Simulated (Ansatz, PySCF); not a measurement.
ClH₇Si₃, SMILES [SiH3][SiH2][SiH2]Cl. Atoms are numbered in the order given.

```xyz
11

Si    -2.2835     0.1422     0.5473
Si    -0.3702     1.4699     0.2150
Si     1.4819     0.0278     0.2264
Cl     0.8999    -1.6657    -0.8627
H     -2.0752    -0.7286     1.7409
H     -3.4846     0.9983     0.7761
H     -2.5098    -0.7109    -0.6527
H     -0.4451     2.1737    -1.1003
H     -0.2228     2.4908     1.2973
H      1.8187    -0.4094     1.6104
H      2.7026     0.5936    -0.4124
```

The structure is a stationary point at B3LYP-D3(BJ)/def2-SVP. The values are those of a single conformer.

Two levels are set side by side: PBE-D3(BJ)/def2-SVP (Ansatz, a quantum-chemistry and plane-wave program) and B3LYP-D3(BJ)/def2-SVP (Ansatz). Each level has its own optimised geometry; the coordinates shown are those of the second. Frequencies come from the Hessian of PySCF at each geometry. Differences are taken from unrounded values.

```
quantity                            B3LYP-D3(BJ)
----------------------------------  ------------
mean bond length (Å)                       1.724
bond Si1–Si2 (Å)                           2.352
bond Si2–Si3 (Å)                           2.347
bond Si3–Cl4 (Å)                           2.096
bond Si1–H5 (Å)                            1.492
bond Si1–H6 (Å)                            1.493
bond Si1–H7 (Å)                            1.490
bond Si2–H8 (Å)                            1.494
bond Si2–H9 (Å)                            1.495
bond Si3–H10 (Å)                           1.490
bond Si3–H11 (Å)                           1.489
highest harmonic wavenumber (cm⁻¹)          2236
mean harmonic wavenumber (cm⁻¹)              987
zero-point energy (kcal/mol)               38.08
```

### Question
What does PBE-D3(BJ) give, and how far is it from B3LYP-D3(BJ)? (The exact figures need the calculation; the answer reports its results.)

### Answer

```json
[
 {"quantity": "mean bond length (Å)", "PBE-D3(BJ)": "1.734", "PBE-D3(BJ) minus B3LYP-D3(BJ)": "0.010"},
 {"quantity": "bond Si1–Si2 (Å)", "PBE-D3(BJ)": "2.353", "PBE-D3(BJ) minus B3LYP-D3(BJ)": "0.001"},
 {"quantity": "bond Si2–Si3 (Å)", "PBE-D3(BJ)": "2.350", "PBE-D3(BJ) minus B3LYP-D3(BJ)": "0.003"},
 {"quantity": "bond Si3–Cl4 (Å)", "PBE-D3(BJ)": "2.097", "PBE-D3(BJ) minus B3LYP-D3(BJ)": "0.002"},
 {"quantity": "bond Si1–H5 (Å)", "PBE-D3(BJ)": "1.505", "PBE-D3(BJ) minus B3LYP-D3(BJ)": "0.013"},
 {"quantity": "bond Si1–H6 (Å)", "PBE-D3(BJ)": "1.505", "PBE-D3(BJ) minus B3LYP-D3(BJ)": "0.013"},
 {"quantity": "bond Si1–H7 (Å)", "PBE-D3(BJ)": "1.503", "PBE-D3(BJ) minus B3LYP-D3(BJ)": "0.013"},
 {"quantity": "bond Si2–H8 (Å)", "PBE-D3(BJ)": "1.507", "PBE-D3(BJ) minus B3LYP-D3(BJ)": "0.013"},
 {"quantity": "bond Si2–H9 (Å)", "PBE-D3(BJ)": "1.508", "PBE-D3(BJ) minus B3LYP-D3(BJ)": "0.013"},
 {"quantity": "bond Si3–H10 (Å)", "PBE-D3(BJ)": "1.504", "PBE-D3(BJ) minus B3LYP-D3(BJ)": "0.014"},
 {"quantity": "bond Si3–H11 (Å)", "PBE-D3(BJ)": "1.504", "PBE-D3(BJ) minus B3LYP-D3(BJ)": "0.014"},
 {"quantity": "highest harmonic wavenumber (cm⁻¹)", "PBE-D3(BJ)": "2182", "PBE-D3(BJ) minus B3LYP-D3(BJ)": "-54"},
 {"quantity": "mean harmonic wavenumber (cm⁻¹)", "PBE-D3(BJ)": "954", "PBE-D3(BJ) minus B3LYP-D3(BJ)": "-33"},
 {"quantity": "zero-point energy (kcal/mol)", "PBE-D3(BJ)": "36.82", "PBE-D3(BJ) minus B3LYP-D3(BJ)": "-1.27"}
]
```

Exact exchange shortens and stiffens bonds; PBE has none. Differences between two approximate levels are no errors against the true value.
